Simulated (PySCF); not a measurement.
Mo(O)(NH)(Cl)2 (Cl2HMoNO), SMILES [Cl][Mo]([Cl])(=[NH])=[O], multiplicity 1.

Geometry optimised at PBE-D3(BJ)/def2-SVP. The spin state was assumed, not searched. The structure was generated by enumeration; whether it is a known compound was not checked. The def2 effective core potentials stand for the cores of Mo; spin–orbit coupling is left out.

Two levels are set side by side: PBE/def2-TZVP (PySCF) and r2SCAN/def2-TZVP (PySCF). Same geometry, gas phase. Differences are taken from unrounded values.

```csv
quantity,r2SCAN
orbital gap (eV),3.79
highest occupied level (eV),-7.91
lowest empty level (eV),-4.12
dipole moment (D),1.80
mean polarisability (bohr³),74.4
```

Question: What does PBE give, and how far is it from r2SCAN? (Estimate from the structure and the level; the computed values follow.)

Answer: 
```tsv
quantity	PBE	PBE minus r2SCAN
orbital gap (eV)	3.47	-0.32
highest occupied level (eV)	-7.56	0.35
lowest empty level (eV)	-4.09	0.03
dipole moment (D)	1.74	-0.06
mean polarisability (bohr³)	76.0	1.6
```

Rough cost on one machine, each run with all the roots and properties that it gave: r2SCAN against PBE about 3 times.
